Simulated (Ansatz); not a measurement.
Conformers of `N[SiH2][NH][GeH2][NH2]`, each relaxed with PBE0-D4/def2-TZVP in Ansatz. CBS adds the triple-zeta coupled-cluster correction to the MP2 limit.

Outer-core shells of Ge are correlated without core-valence functions. Scalar relativity is left out up to krypton. Spin–orbit coupling is left out.

Not all of them had a frequency check.

Conformer A:

```xyz
14

N    -0.730   -1.729   -0.428
Si   -1.119   -0.197   -1.106
N    -0.812    0.973    0.102
Ge    0.616    0.912    1.275
N     2.171    0.353    0.483
H    -1.250   -2.085    0.360
H    -0.436   -2.477   -1.035
H    -0.255   -0.128   -2.321
H    -2.531    0.009   -1.549
H    -1.375    1.809    0.123
H     0.805    2.346    1.798
H     0.331   -0.083    2.413
H     2.129   -0.615    0.195
H     2.456    0.912   -0.310
```

Conformer B:

Z-matrix (Å, degrees):
```
Si
N 1 1.711
N 1 1.712 2 111.0
H 1 1.495 2 103.0 3 125.0
H 1 1.491 2 115.4 3 -117.5
Ge 2 1.844 1 126.4 3 -134.3
H 2 1.010 1 117.9 3 53.9
H 3 1.007 1 121.8 2 59.5
H 3 1.006 1 120.4 2 -149.5
N 6 1.836 2 115.9 1 -69.8
H 6 1.534 2 108.4 1 48.8
H 6 1.536 2 105.7 1 171.4
H 10 1.011 6 114.0 2 70.4
H 10 1.011 6 114.8 2 -55.8
```

Problem. Which is lowest in electronic energy at CCSD(T)/CBS (frozen core, def2 sets), and by how much? (Best estimate.)

Solution. The calculation gave: A; B lies 0.6 kJ/mol higher. Gaps under about 2 kJ/mol don't settle the order.

Problem. Give the energies relative to A (kJ/mol) with B3LYP-D4/def2-TZVPP, B2PLYP/def2-TZVPP, MP2/def2-TZVPP, SCS-MP2/def2-TZVPP, HF/def2-QZVPP, SCS-MP2/def2-QZVPP, MP2/CBS(def2). (An estimate is asked.)

Solution. The calculation gave: 
| level | B |
| --- | --- |
| B3LYP-D4/def2-TZVPP | 2.4 |
| B2PLYP/def2-TZVPP | -0.5 |
| MP2/def2-TZVPP | 1.4 |
| SCS-MP2/def2-TZVPP | 1.0 |
| HF/def2-QZVPP | -1.4 |
| SCS-MP2/def2-QZVPP | 0.2 |
| MP2/CBS(def2) | 0.6 |

B3LYP here is the variant with VWN-RPA as its local correlation; programs differ in this.
